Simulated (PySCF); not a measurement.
# Stationary points of AsH₃⁺

Computed with PBE0 in PySCF with As def2-TZVP, H def2-TZVP; no relativity; density-fitted integrals.

Relaxations began from a few typed shapes; open shells are unrestricted. The search is not exhaustive: other isomers or separated fragments can lie lower, and high-lying points may rest on an excited occupation.

(1) Which is the lowest minimum found?
A. doublet D3h: As–H 1.486 Å (×3); H–As–H 120.0° (×3)
B. doublet C3v: As–H 1.497 Å (×3); H–As–H 112.5° (×3)

Answers

(1) B. The others lie at 14.5 (doublet D3h, a saddle point) kJ/mol above it.
